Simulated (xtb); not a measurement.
Harmonic IR lines of one isomer of C9H7F3, unscaled. Level of theory: GFN2-xTB (xtb).

| wavenumber (cm⁻¹) | relative intensity |
|---|---|
| 322 | 3.1 |
| 606 | 10 |
| 803 | 10.0 |
| 867 | 8.8 |
| 899 | 5.2 |
| 981 | 4.3 |
| 1012 | 4.6 |
| 1027 | 100 |
| 1035 | 24 |
| 1064 | 74 |
| 1098 | 42 |
| 1185 | 21 |
| 1195 | 11 |
| 1252 | 12 |
| 1274 | 24 |
| 1311 | 3.3 |
| 3050 | 8.2 |
| 3081 | 5.3 |
| 3096 | 6.5 |
| 3107 | 4.8 |
| 3115 | 5.1 |
| 3136 | 11 |

**Question.** Name which structure gives these lines.
A. `FC(F)(F)/C=C\c1ccccc1`
B. `C=Cc1cccc(C(F)(F)F)c1`
C. `C=Cc1ccccc1C(F)(F)F`
D. `C=Cc1ccc(C(F)(F)F)cc1`

**Answer.** B, `C=Cc1cccc(C(F)(F)F)c1`
